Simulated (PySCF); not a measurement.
Job file and geometry (Å, from GFN2-xTB) of an NMR shielding run on C$_{5}$H$_{14}$BNS, PySCF, GIAO PBE0/pcSseg-1 NMR shielding, non-relativistic, gas phase; density fitting, a coarse starting grid and PySCF grid level 2 are the driver's defaults:

```
$ OMP_NUM_THREADS=1 python probes_run.py task.json out

{"job": {"kind": "nmr", "xc": "PBE0", "basis": "pcSseg-1"}, "charge": 0, "multiplicity": 1}
C      2.791958    -0.472789    -0.686589
N      2.007231    -0.486916     0.525011
B      1.384151    -1.560969     1.112610
S     -0.206183     1.869514    -0.494891
C     -1.193582     1.479738     0.996289
C     -2.304254     0.553666     0.531389
C     -1.665776    -0.379966    -0.490318
C     -0.945270     0.517530    -1.481693
H      2.384431     0.248845    -1.399962
H      2.783984    -1.463499    -1.135868
H      3.827993    -0.191236    -0.475991
H      1.942155     0.438365     0.925920
H      0.781399    -1.395934     2.106828
H      1.458597    -2.617804     0.608532
H     -1.557590     2.413331     1.420252
H     -0.536742     0.983743     1.710934
H     -2.727236     0.004768     1.372717
H     -3.099652     1.133085     0.056884
H     -2.407063    -0.999333    -0.996328
H     -0.943472    -1.029825     0.008792
H     -0.150563     0.005822    -2.019343
H     -1.634926     0.969249    -2.196026
```

**Question.** Write the output of this run.

**Answer.** 
```
coarse grid: 17888 points
cycle   1  E = -676.1472585080  dE =  6.377e-01  |g| = 3.837e-01  |ddm| = 3.977e+00
cycle   2  E = -676.1520058674  dE = -4.747e-03  |g| = 3.913e-01  |ddm| = 7.414e-01
cycle   3  E = -676.1886941907  dE = -3.669e-02  |g| = 7.749e-02  |ddm| = 3.664e-01
cycle   4  E = -676.1899602745  dE = -1.266e-03  |g| = 2.653e-02  |ddm| = 8.799e-02
cycle   5  E = -676.1901077387  dE = -1.475e-04  |g| = 7.607e-03  |ddm| = 2.210e-02
cycle   6  E = -676.1901194026  dE = -1.166e-05  |g| = 2.414e-03  |ddm| = 8.325e-03
cycle   7  E = -676.1901207379  dE = -1.335e-06  |g| = 4.776e-04  |ddm| = 2.492e-03
final grid: 165200 points
cycle   8  E = -676.2390062023  dE = -5.850e-05  |g| = 1.071e-02  |ddm| = 3.588e-02
cycle   9  E = -676.2389853201  dE =  2.088e-05  |g| = 1.426e-02  |ddm| = 2.024e-02
cycle  10  E = -676.2390344501  dE = -4.913e-05  |g| = 1.264e-03  |ddm| = 1.236e-02
cycle  11  E = -676.2390348213  dE = -3.711e-07  |g| = 3.134e-04  |ddm| = 1.147e-03
cycle  12  E = -676.2390348399  dE = -1.865e-08  |g| = 1.123e-04  |ddm| = 3.427e-04
cycle  13  E = -676.2390348428  dE = -2.887e-09  |g| = 2.915e-05  |ddm| = 1.278e-04
cycle  14  E = -676.2390348430  dE = -1.960e-10  |g| = 6.140e-06  |ddm| = 2.639e-05
converged SCF energy = -676.2390348430

GIAO shielding tensors (ppm)
atom      isotropic    diamagn.    paramagn.     s11        s22        s33       span
  0 C      147.121     243.406     -96.285    127.860    128.559    184.944     57.084
  1 N      117.205     323.114    -205.908    -14.860    143.397    223.078    237.937
  2 B       66.512     199.207    -132.695     29.105     50.678    119.753     90.648
  3 S      526.345    1058.382    -532.036    293.875    515.475    769.686    475.811
  4 C      149.428     252.525    -103.097    115.747    162.045    170.493     54.746
  5 C      152.518     250.691     -98.173    127.745    160.712    169.096     41.351
  6 C      151.870     249.015     -97.145    128.604    160.214    166.793     38.189
  7 C      149.686     251.798    -102.111    116.331    162.344    170.383     54.052
  8 H       28.395      30.567      -2.173     23.086     30.028     32.070      8.984
  9 H       28.658      28.984      -0.326     26.093     27.019     32.862      6.770
 10 H       28.565      25.860       2.705     24.085     26.176     35.433     11.348
 11 H       26.732      34.688      -7.956     24.199     26.216     29.781      5.581
 12 H       27.174      32.502      -5.328     23.942     26.957     30.624      6.681
 13 H       27.148      32.068      -4.920     24.207     27.788     29.450      5.244
 14 H       28.804      30.444      -1.640     23.383     26.142     36.887     13.504
 15 H       28.825      33.430      -4.605     23.059     27.596     35.820     12.761
 16 H       29.604      30.497      -0.893     24.949     26.440     37.425     12.476
 17 H       30.238      30.761      -0.523     25.297     27.348     38.068     12.770
 18 H       29.743      30.755      -1.012     24.877     26.772     37.580     12.703
 19 H       30.303      33.923      -3.619     25.155     28.301     37.455     12.300
 20 H       29.016      33.163      -4.147     24.402     26.998     35.649     11.246
 21 H       28.902      31.240      -2.338     22.701     26.476     37.530     14.829
```

Size and cost of the density-fitted run: 213 basis functions, 2.1 min wall time (110 s CPU) on 1 thread of an Intel Xeon, shared host; peak memory 1 GiB.
